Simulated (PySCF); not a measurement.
## Frontier orbitals and the lowest excitations

ZrMeF3, CH3F3Zr (singlet state).
Geometry (PBE0-D3(BJ)/def2-SVP, Å), atoms numbered from 1 in this order:
```xyz
8
CH3F3Zr angstrom
Zr    -0.1509    0.0092   -1.0441
C      0.1681   -0.0098    1.1283
H     -0.7991    0.0350    1.6601
H      0.7747    0.8545    1.4516
H      0.6884   -0.9307    1.4456
F      1.5849   -0.0093   -1.8195
F     -1.1103    1.6105   -1.4012
F     -1.1558   -1.5594   -1.4210
```

Computed, not measured: TDDFT wB97X-D/def2-SVPD, vertical, gas phase, core orbitals frozen in the response, def2 core potentials past Kr in PySCF. Spin–orbit coupling is left out.

Frontier orbitals with the atoms that hold most of them (Löwdin shares over 4%, at most four atoms; ? is withheld):

```json
{"orbital": "LUMO+2", "ε (eV)": "1.07", "atoms": "Zr1 74%, C2 6%, F6 4%, F8 4%"}
{"orbital": "LUMO+1", "ε (eV)": "0.47", "atoms": "Zr1 72%, F6 9%, C2 6%, F8 5%"}
{"orbital": "LUMO", "ε (eV)": "0.47", "atoms": "Zr1 72%, F7 8%, F8 7%, C2 6%"}
{"orbital": "HOMO", "ε (eV)": "-10.36", "atoms": "?"}
{"orbital": "HOMO-1", "ε (eV)": "-13.39", "atoms": "C2 47%, H3 24%, H4 9%, H5 9%"}
{"orbital": "HOMO-2", "ε (eV)": "-13.39", "atoms": "C2 47%, H5 19%, H4 19%, F8 4%"}
{"orbital": "HOMO-3", "ε (eV)": "-13.97", "atoms": "F6 32%, F8 31%, F7 29%, Zr1 6%"}
```

(1) Which atoms hold the HOMO, and with what shares?

Results:

(1) C2 (bonded to Zr and 3 H) 52%; Zr1 (bonded to C and 3 F) 25%; H3 (bonded to C) 6%; H5 (bonded to C) 6%. By element: carbon 52%, zirconium 25%, hydrogen 13% or more.

Within 0.005 eV of a neighbour in this list lie HOMO-2/HOMO-1.

Problem. The HOMO–LUMO gap is 10.82 eV. Where does the response calculation put the lowest singlet, and from which orbitals?

Solution. S1 is at 5.38 eV (f = 0.0036), 5.44 eV below the gap, made of HOMO→LUMO/LUMO+1 (99%). S1/S2 lie within about 0.01 eV of each other. Without the coupling terms of the response equations the lowest excitation would equal the gap.

For S1 the Löwdin share of zirconium is 25% in HOMO and 72% in LUMO+1.

Next come S2 at 5.39 eV (f 0.0035), HOMO→LUMO/LUMO+1 (99%); S3 at 7.00 eV (f 0.0060), HOMO→LUMO+4 (37%), HOMO→LUMO+6 (36%), HOMO→LUMO+5 (17%); S4 at 7.00 eV (f 0.0060), HOMO→LUMO+5 (36%), HOMO→LUMO+7 (35%), HOMO→LUMO+4 (17%); S5 at 7.03 eV (f 0.0045), HOMO→LUMO+2 (59%), HOMO→LUMO+3 (33%).

Orbitals of the list HOMO-3 to LUMO+2 that lie within 0.01 eV of each other are written together with a slash and their weights summed (≥ marks a lower bound); for degenerate orbitals outside that list single weights are arbitrary.
